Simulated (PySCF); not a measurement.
H₂ClGe, SMILES `[Cl][GeH2]` (charge 0, multiplicity 2)

All values below come from PySCF 2.14.0 with PBE-D3(BJ)/def2-TZVP // B3LYP-D3(BJ)/def2-TZVP.

```yaml
highest_occupied_spin_orbital: -5.57 eV
dipole_moment: 1.69 D
total_energy: -69059.97 eV
cost: very roughly 2.1 core-minutes
```

```xyz
4

Cl     1.8445    -0.3991    -0.1189
Ge    -0.2121     0.0445     0.4477
H     -1.0881    -1.0778    -0.1684
H     -0.5444     1.4325    -0.1604
```
Charge 0, spin multiplicity 2.
